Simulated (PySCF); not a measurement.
# How methods differ on the ionisation energy of Ni

Ni [Ar] 3d8 4s2 (3F) → Ni⁺ [Ar] 3d9 (2D), as a difference of total energies. All numbers are calculated (PySCF 2.14, the spin-free X2C one-electron Hamiltonian (Gaussian nucleus), in aug-cc-pwCVTZ-DK with one added diffuse shell each of s, p, d, f, g type (11s10p8d5f4g, 152 functions)). Correlated levels: valence: [Ar] frozen; valence and next inner shell: [Ne] frozen; nothing frozen. The calculations carry no spin-orbit coupling.

```tsv
method	ionisation energy (eV)	plus first-order spin-orbit estimate	error of that sum (eV)
UHF	8.229	8.281	+0.641
LDA	7.596	7.648	+0.008
PBE	7.684	7.737	+0.097
PBE0	7.781	7.833	+0.193
MP2 (valence)	6.996	7.048	-0.592
SCS-MP2 (valence)	7.192	7.244	-0.396
MP2 (valence and next inner shell)	6.521	6.574	-1.066
SCS-MP2 (valence and next inner shell)	6.832	6.885	-0.755
MP2 (all electrons)	6.500	6.552	-1.088
SCS-MP2 (all electrons)	6.821	6.874	-0.766
```

Reference: 7.640 eV (measured; NIST Atomic Spectra Database, ionization energies).

A first-order spin-orbit estimate (lowest level to lowest level, LS coupling) adds 0.052 eV.

MP2 underrates the near-degeneracy of ns² with np² in the lower species.
